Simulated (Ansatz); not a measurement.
`C[O][Au]` + `C[AsH]C` → `C[As](C)C` + `[OH][Au]` at 400 K and 1 bar (substitution at a C–O bond).

Program: Ansatz. Geometries: PBE0-D4/def2-TZVP. ΔE: electronic, gas phase. CCSD(T)/CBS adds triple-zeta CCSD(T) − MP2 to the extrapolated MP2 energy (def2 sets, frozen cores). def2 core potentials past Kr. For As, Au outer-core shells are correlated without core-valence functions, which leaves a few kJ/mol of doubt a bond. Scalar relativity is left out up to krypton.

| species | CCSD(T)/CBS energy (Eh) | H − E (kJ/mol) | S (J/(mol·K)) |
| --- | --- | --- | --- |
| `C[O][Au]` | -250.49639 | 126.7 | 315.2 |
| `C[AsH]C` | -2315.32263 | 241.5 | 336.7 |
| `C[As](C)C` | -2354.59253 | 324.8 | 371.7 |
| `[OH][Au]` | -211.25768 | 46.7 | 272.3 |

H − E and S are ideal-gas, rigid-rotor, harmonic terms from PBE0-D4/def2-TZVP. 1 Eh = 2625.50 kJ/mol, R = 8.31446 J/(mol·K).

Task: By hand: ΔE, ΔH, ΔS and ΔG.

Result: ΔE = (-2354.59253) + (-211.25768) − (-250.49639) − (-2315.32263) = -0.03119 Eh = -81.9 kJ/mol. Δ(H − E) = 324.8 + 46.7 − 126.7 − 241.5 = 3.3, so ΔH = -78.6 kJ/mol. ΔS = 371.7 + 272.3 − 315.2 − 336.7 = -7.9 J/(mol·K). ΔG = -78.6 − 400 × (-7.9)/1000 = -75.4 kJ/mol.

Task: By hand: the equilibrium constant, and the temperature at which ΔG would vanish if ΔH and ΔS stayed fixed.

Result: log₁₀ K = −ΔG/(RT ln 10) = 9.8. ΔG = 0 at ΔH/ΔS = 9949 K, far beyond where these terms or the molecules hold.

The number of gas molecules stays the same, so ΔS is small and ΔH decides. A doubt of 5 kJ/mol in ΔE shifts log₁₀ K by 0.7 here. These are equilibria of isolated gas molecules and say nothing of rates. Largest T1 diagnostic: 0.033 (customary marks: 0.02 for closed shells, 0.045 for open ones).
